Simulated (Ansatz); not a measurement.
`C[Si](N)(F)Cl` → `F[Si]Cl` + CH₃NH₂ at 400 K and 1 bar (silylene formation by 1,1-elimination).

Computed with Ansatz on PBE0-D4/def2-TZVP structures; ΔE is electronic, products minus reactants. CCSD(T)/CBS is the MP2 limit (def2-TZVPP, def2-QZVPP) plus CCSD(T) − MP2 in def2-TZVPP, frozen cores. This one scheme is used for every species. Each species was taken in one conformer, which may not be the lowest.

```csv
species,CCSD(T)/CBS energy (Eh),H − E (kJ/mol),S (J/(mol·K))
`C[Si](N)(F)Cl`,-944.59780,213.5,388.8
`F[Si]Cl`,-848.72390,26.7,290.0
CH₃NH₂,-95.75281,185.4,256.0
```

H − E and S are ideal-gas, rigid-rotor, harmonic terms from PBE0-D4/def2-TZVP, for one conformer and one mirror image of each species. 1 Eh = 2625.50 kJ/mol, R = 8.31446 J/(mol·K).

Q: By hand: ΔE, ΔH, ΔS and ΔG.

A: ΔE = (-848.72390) + (-95.75281) − (-944.59780) = 0.12109 Eh = 317.9 kJ/mol. Δ(H − E) = 26.7 + 185.4 − 213.5 = -1.4, so ΔH = 316.5 kJ/mol. ΔS = 290.0 + 256.0 − 388.8 = 157.2 J/(mol·K). ΔG = 316.5 − 400 × (157.2)/1000 = 253.6 kJ/mol.

Q: By hand: the equilibrium constant, and the temperature at which ΔG would vanish if ΔH and ΔS stayed fixed.

A: log₁₀ K = −ΔG/(RT ln 10) = -33.1. ΔG = 0 at ΔH/ΔS = 2013 K.

The number of gas molecules changes by +1, which sets the sign of ΔS. A doubt of 5 kJ/mol in ΔE shifts log₁₀ K by 0.7 here. Other conformers and mirror images would add mixing entropy, several J/(mol·K) or more a flexible species. These are equilibria of isolated gas molecules and say nothing of rates. Largest T1 diagnostic: 0.014 (customary marks: 0.02 for closed shells, 0.045 for open ones).
